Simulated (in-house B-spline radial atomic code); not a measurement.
Values are calculated unless marked as measured or tabulated.
## Ge in an electron gas of r_s = 3.6: phase shifts, screening and friction

A nucleus sits in a uniform electron gas with a rigid positive background. The Kohn-Sham equations are solved self-consistently in the spin-unpolarised LDA (PW92), non-relativistic, on B-splines with outgoing waves at the boundary and partial waves to l = 8. The model has no lattice, no bands and no magnetic solution. Atomic units; δ_l are the phase shifts at the Fermi level, counted so that each bound state adds π, and good to about 0.0005.

The density parameter is r_s = 3.6 bohr.

| l | δ_l (rad) |
| --- | --- |
| 0 | 10.9693 |
| 1 | 7.8358 |
| 2 | 3.1531 |
| 3 | 0.0032 |
| 4 | 0.0006 |
| 5 | 0.0001 |
| 6 | 0.0002 |
| 7 | 0.0001 |
| 8 | 0.0002 |

Bound levels below the band bottom (hartree): p -43.39, s -5.638, p -3.872, d -0.795, s -0.1477 and deeper ones.

**Question.** Check the Friedel sum rule, and say where the screening charge sits.

**Answer.** k_F = (9π/4)^(1/3)/r_s = 0.53310. The rule is Z = (2/π) Σ (2l + 1) δ_l. The terms are s 6.983, p 14.965, d 10.037, f 0.014 and 0.009 beyond, in all 32.008 against Z = 32. Bound states hold 8 s, 12 p, 10 d electrons, so the scattering states carry 2.01 in all; where a term is smaller than its bound count, the bound level has drawn weight out of the band.

**Question.** Find the transport cross section and the electronic stopping of a 1 keV Ge ion (mass 72.63 u).

**Answer.** σ_tr = (4π/k_F²) Σ (l + 1) sin²(δ_l − δ_(l+1)). The terms for l = 0 to 3 are 0.0001, 1.9982, 0.0002, 0.0000, all together 1.9985, so σ_tr = 44.217 × 1.9985 = 88.370 bohr². With n = 3/(4π r_s³) = 0.005117, the friction coefficient is Q = n k_F σ_tr = 0.2411. For v well below v_F = 0.533, dE/dx = Q v; with 24801 eV per u at v = 1, v = √(1000/(24801 × 72.63)) = 0.0236, so dE/dx = 0.00568 hartree/bohr = 2.92 eV/nm. The largest term couples the p and d waves.
